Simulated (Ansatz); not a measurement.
Compare A (`OC[SiH](F)F`) with its isomer B (`O[SiH](F)CF`).

Computed with Ansatz on PBE0-D4/def2-TZVP structures; ΔE is electronic, products minus reactants. CBS: MP2 limit from def2 TZ/QZ plus the TZ coupled-cluster correction, frozen cores. Functionals use def2-TZVPP. B3LYP here is the variant with VWN-RPA as its local correlation; programs differ in this. One conformer a species, not always the lowest.

A:

```xyz
9

O     0.305    1.545    0.766
C    -0.603    0.639    0.158
Si    0.191   -1.004   -0.240
F     0.563   -1.797    1.083
F     1.563   -0.676   -0.982
H     1.075    1.637    0.199
H    -1.061    1.063   -0.749
H    -1.422    0.488    0.868
H    -0.611   -1.896   -1.103
```

B:

```xyz
9

O     0.6525   -1.4710    0.8791
Si    0.5353    0.1339    0.6439
F    -0.2203    0.8372    1.8605
C    -0.4683    0.4637   -0.9170
F    -1.5308   -0.4446   -0.9559
H    -0.1209   -2.0008    0.6729
H     1.9009    0.6904    0.5855
H     0.1349    0.3153   -1.8191
H    -0.8833    1.4757   -0.9499
```

Question: Which isomer does CCSD(T)/CBS put lower? Give the gap. (Estimate.)

Answer: Ansatz gave: A, by 9.3 kcal/mol.

Question: Give E(B) − E(A) in kcal/mol with B2PLYP, ωB97M-V, CCSD(T)/def2-TZVPP, PBE-D4, MP2/def2-TZVPP, B3LYP, PBE0-D4. (An estimate is asked.)

Answer: Ansatz gave: B2PLYP 8.8, ωB97M-V 8.5, CCSD(T)/def2-TZVPP 9.2, PBE-D4 8.8, MP2/def2-TZVPP 9.7, B3LYP 8.4, PBE0-D4 9.0. None reverses the order clearly.

Largest T1 diagnostic: 0.012.

In def2-TZVPP, CCSD(T) changes the Hartree–Fock value by +1.0 kcal/mol (the triples alone add +0.0 kcal/mol) and MP2 by +1.5 kcal/mol.
